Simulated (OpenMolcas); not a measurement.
**I5+: effect of the basis set**

```
Program             : OpenMolcas 26.06
Method              : SS-CASPT2, IPEA 0.25 Eh, imaginary shift 0.1 Eh (closed shells correlated: 4d)
Active space        : 2 electrons in 4 orbitals (5s 5p)
State averaging     : 2S+1 = 3 even, 3 roots; 2S+1 = 1 even, 7 roots; 2S+1 = 3 odd, 3 roots; 2S+1 = 1 odd, 3 roots
Spin-orbit coupling : state interaction with AMFI integrals over the reference wave functions, term energies averaged over their components
```

A. ANO-RCC-VDZP [6s5p3d1f], DKH2, point nucleus; CASPT2 step about 2.1 core-seconds
B. ANO-R1 [6s5p3d1f], X2C, finite nucleus; CASPT2 step of the order of 1.7 core-seconds
C. ANO-R2 [7s6p4d2f1g], X2C, finite nucleus; CASPT2 step about 3 core-seconds
D. ANO-RCC-VTZP [7s6p4d2f1g], DKH2, point nucleus; CASPT2 step of the order of 2.8 core-seconds
E. ANO-RCC-VQZP [8s7p5d3f2g], DKH2, point nucleus; CASPT2 step roughly 5 core-seconds
F. ANO-R3 [8s7p5d4f3g2h], X2C, finite nucleus; CASPT2 step of the order of 11 core-seconds

Energies in cm-1 above 5s2 1S0, the measured ground level; measured values from the list in Rauch et al., Astron. Astrophys. 606, A105 (2017).

| Level | A | B | C | D | E | F | Measured |
| --- | --- | --- | --- | --- | --- | --- | --- |
| 5s2 1S0 | 0.0 | 0.0 | 0.0 | 0.0 | 0.0 | 0.0 | 0.0 |
| 5s 5p 3P* 0 | 85790 | 80170 | 85580 | 86400 | 86220 | 86770 | 85666 |
| 5s 5p 3P* 1 | 89020 | 83570 | 88850 | 89810 | 89370 | 89900 | 89262 |
| 5s 5p 3P* 2 | 98130 | 93250 | 97980 | 99400 | 98130 | 98660 | 99685 |
| 5s 5p 1P* 1 | 125920 | 121600 | 124550 | 126280 | 124950 | 124820 | 127424 |
| 5p2 3P0 | 200740 | 188450 | 199750 | 202000 | 201130 | 201840 | 200085 |
| 5p2 3P1 | 207800 | 195990 | 206970 | 209670 | 208040 | 208810 | 208474 |
| 5p2 1S0 | 245160 | 234490 | 241610 | 244650 | 242030 | 241960 | 245658 |

Deviations, from unrounded energies. A percentage is the sum of absolute deviations over the sum of measured energies, with the sign that they share, or ± where signs differ.

| Against measurement | Levels | A | B | C | D | E | F |
| --- | --- | --- | --- | --- | --- | --- | --- |
| mean absolute deviation (cm-1) | 7 | 750 | 8400 | 1600 | 970 | 1400 | 1600 |
| other configurations (%) | 7 | ±0.5 | -5.6 | -1.0 | ±0.6 | ±0.9 | ±1.1 |

A lies closest to measurement on these levels and B furthest from it. The largest miss of A in the table is 5s 5p 3P* 2, by -1600 cm-1. The ranking rests on the paired levels alone, and a cruder setting can come out closer through cancelling errors.

Among A to F the level of the table that moves most is 5p2 3P1, by 14000 cm-1 (lowest in B, highest in D). Moves below CASPT2's spread within the term are not significant.

Over all roots computed the reference weight is 0.90 to 0.95 in C, 0.90 to 0.95 in D, 0.90 to 0.95 in E, 0.89 to 0.95 in F; the roots of lowest weight are the least certain, and an intruder state may touch them. The ¹D term of p² mixes with s d, which this space lacks. The basis is small and was not contracted for so high a charge (holds for A; B). Measured partners are found by configuration, term and J. A level has none where our copy of the source lacks it or the pairing is in doubt (some pairs that miss far off the trend of their configuration count as doubtful), and it then counts in no deviation. Levels of configurations outside the active space are missing. The table leaves out levels that lie high or whose names do not pair safely across all columns.

* marks odd parity.
